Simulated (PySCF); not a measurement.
Be(OMe)(NH2) (CH5BeNO), SMILES C[O][Be][NH2]. Atoms are numbered in the order given.

```xyz
9

Be    -0.2393     0.4155     0.5609
O      0.4833     0.0337    -0.6006
C      0.7211    -0.9790    -1.5236
H      0.4574    -0.6486    -2.5546
H      1.7996    -1.2586    -1.5391
H      0.1383    -1.9063    -1.3105
N     -1.0015     0.8287     1.7925
H     -0.6957     0.6878     2.7576
H     -1.9250     1.2668     1.8023
```
Charge 0, spin multiplicity 1.

Coordinates come from a PBE-D3(BJ)/def2-SVP optimisation. One conformer was computed; it need not be the lowest.

Level of theory: TDA-ωB97X/def2-SVPD in PySCF.

Vertical excitations. 

Computed UV-visible absorptions:
```
state  energy (eV)  λ (nm)      f                                                                main pairs
-----  -----------  ------  -----  ------------------------------------------------------------------------
S1            6.08     204  0.080                                                            HOMO→LUMO 92 %
S2            6.96     178  0.000                                        HOMO→LUMO+1 55 %, HOMO→LUMO+5 40 %
S3            7.40     167  0.010                                      HOMO−1→LUMO 57 %, HOMO−1→LUMO+3 28 %
S4            7.48     166  0.010  HOMO−2→LUMO 34 %, HOMO→LUMO+3 29 %, HOMO−2→LUMO+3 11 %, HOMO→LUMO+2 11 %
S5            7.98     155  0.026                                                          HOMO→LUMO+2 72 %
S6            7.98     155  0.004   HOMO→LUMO+3 40 %, HOMO−2→LUMO 19 %, HOMO−2→LUMO+3 12 %, HOMO→LUMO+4 8 %
S7            8.02     155  0.000                                        HOMO→LUMO+5 50 %, HOMO→LUMO+1 32 %
S8            8.41     147  0.005                                    HOMO−2→LUMO+1 62 %, HOMO−2→LUMO+5 28 %
S9            8.45     147  0.075                                    HOMO−1→LUMO+1 60 %, HOMO−1→LUMO+5 13 %
S10           8.47     146  0.013                HOMO−1→LUMO+2 59 %, HOMO−1→LUMO+6 16 %, HOMO−1→LUMO+4 15 %
T1            5.81     213      0                                                            HOMO→LUMO 89 %
T2            6.94     179      0                                        HOMO→LUMO+1 56 %, HOMO→LUMO+5 40 %
T3            7.13     174      0                                        HOMO→LUMO+2 69 %, HOMO→LUMO+6 18 %
T4            7.28     170      0                                      HOMO−1→LUMO 56 %, HOMO−1→LUMO+3 28 %
```
Triplets are in the Tamm–Dancoff approximation.
